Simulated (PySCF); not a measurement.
# SMILES CC(C)[SiH-]F, [C3H8FSi]-, charge -1

Geometry (Å), atoms numbered from 1 in this order:
```xyz
13

C    -1.072   -1.061   -0.038
C     0.048   -0.139   -0.485
C    -0.219    1.280   -0.002
Si    1.712   -0.893    0.145
F     2.765    0.400   -0.292
H    -0.919   -2.064   -0.440
H    -2.065   -0.711   -0.354
H    -1.078   -1.140    1.051
H     0.050   -0.125   -1.589
H    -0.262    1.305    1.090
H    -1.169    1.687   -0.382
H     0.584    1.944   -0.324
H     1.619   -0.482    1.601
```

Total charge -1.

Method: PySCF, GIAO B3LYP/aug-pcSseg-1 magnetisability, rotational g tensor and spin-rotation constants, non-relativistic, gas phase. Geometry: GFN2-xTB.

For an ion the centre-of-mass motion in the field is neglected. The highest occupied orbital is unbound at this level, so the values depend on the basis.

Q: Give the nuclear spin-rotation constants along the inertial axes (H = +C I·J) beside the isotropic shieldings.

A: Rotational constants 6.0965, 2.6569, 2.0257 GHz. A star marks the isotopologue with that one atom substituted, in its own axes.
```tsv
atom	isotope	Caa (kHz)	Cbb (kHz)	Ccc (kHz)	mean (kHz)	σ (ppm)
F5	19F	2.647	1.498	0.454	1.533	405.1
H6	1H	-0.555	0.047	-0.125	-0.211	29.9
H7	1H	0.072	-0.190	-0.202	-0.107	31.1
H8	1H	-0.603	-0.251	0.066	-0.263	31.3
H9	1H	-0.541	-0.278	0.096	-0.241	30.8
H10	1H	-0.662	-0.236	0.083	-0.272	31.1
H11	1H	0.082	-0.175	-0.179	-0.091	30.2
H12	1H	-0.058	-0.083	-0.164	-0.102	29.3
H13	1H	-0.334	-0.167	0.194	-0.103	25.2
C1	13C*	0.955	0.383	0.352	0.563	160.0
C2	13C*	1.130	0.554	0.293	0.659	147.6
Si4	29Si*	-4.605	-1.786	-1.908	-2.766	222.3
```
For the geometry as given, no vibrational averaging.

Q: How do the rotational constants and the g tensor change when H6, H7, H8, H9, H10, H11, H12, H13 are replaced by deuterium?

A: Constants 4.7646, 2.2921, 1.7630 GHz; g -0.0724, -0.0339, -0.0350, against -0.0921, -0.0384, -0.0394 before.
